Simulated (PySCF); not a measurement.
## TeO₂: one-bond stretch

All numbers come from BP86/[Te def2-TZVP with ECP28, O def2-TZVP], scalar-relativistic core potentials, density fitting, no spin–orbit coupling, PySCF.

Rigid scan from the singlet minimum (Te–O 1.817 Å (×2); O–Te–O 110.4°). Coordinate: the bond from Te to the last atom (O) scaled, the rest fixed. Energies in kJ/mol from the minimum.

| scale of one bond | E (kJ/mol) | dipole size (D) |
| --- | --- | --- |
| 0.92 | 47.8 | 3.72 |
| 0.96 | 10.4 | 3.76 |
| 1.00 | 0.0 | 3.82 |
| 1.05 | 12.0 | 3.91 |
| 1.12 | 55.5 | 4.04 |
| 1.20 | 122.0 | 4.20 |
| 1.35 | 250.8 | 4.46 |
| 1.55 | 389.6 | – |
| 1.80 | 502.9 | – |
| 2.20 | 593.1 | – |

At long bonds a restricted determinant can lie too high, and another spin state can fall below this curve.

The scan took 90 s on 2 threads of a shared Arm Neoverse V2 host; the process peaked at 0.89 GiB.
